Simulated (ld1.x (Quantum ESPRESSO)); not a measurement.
u(r) = r·R(r): atom against pseudo-atom (Ag)

Columns: radius, all-electron u(r) and pseudo u(r) of the 4d shell (level -8.69 eV) of silver in the configuration [Ar] 3d10 4s2 4p6 4d10 5s0.5 5p0.5; LDA (PZ), scalar-relativistic, TM scheme, ld1.x (Quantum ESPRESSO) 7.5.

| r (bohr) | all-electron | pseudo |
| --- | --- | --- |
| 0.088 | 0.1743 | -0.0030 |
| 0.175 | 0.4180 | -0.0230 |
| 0.262 | 0.4244 | -0.0727 |
| 0.350 | 0.2395 | -0.1586 |
| 0.438 | -0.0227 | -0.2771 |
| 0.525 | -0.2806 | -0.4150 |
| 0.612 | -0.4992 | -0.5573 |
| 0.700 | -0.6670 | -0.6885 |
| 0.788 | -0.7823 | -0.7936 |
| 0.875 | -0.8516 | -0.8643 |
| 0.962 | -0.8858 | -0.9017 |
| 1.050 | -0.8936 | -0.9100 |
| 1.138 | -0.8821 | -0.8958 |
| 1.225 | -0.8579 | -0.8673 |
| 1.312 | -0.8253 | -0.8305 |
| 1.400 | -0.7871 | -0.7893 |
| 1.487 | -0.7466 | -0.7473 |
| 1.575 | -0.7046 | -0.7047 |
| 1.662 | -0.6631 | -0.6631 |
| 1.750 | -0.6220 | -0.6220 |
| 1.838 | -0.5823 | -0.5823 |
| 1.925 | -0.5448 | -0.5448 |
| 2.012 | -0.5090 | -0.5090 |
| 2.100 | -0.4748 | -0.4748 |
| 2.188 | -0.4426 | -0.4426 |
| 2.275 | -0.4127 | -0.4127 |

(1) How many radial nodes do the two functions have?

(2) At about which radius was the pseudo-wave matched?

(3) Where does each function peak?

(4) Is the pseudo-wave norm-conserving?

## Answers

(1) The all-electron 4d function has n − l − 1 = 1; the pseudo-wave has 0, since the states of the same l below it are removed with the core.

(2) 1.75 bohr. The columns agree to 0.0005 from 1.57 bohr on; several derivatives are matched, so the curves merge somewhat inside the radius.

(3) Outermost all-electron maximum near 1.05 bohr, pseudo maximum near 1.05 bohr (to the table’s step).

(4) Yes: the TM scheme keeps the norm inside the radius equal to the all-electron one, which fixes the energy derivative of the logarithmic derivative at the level.
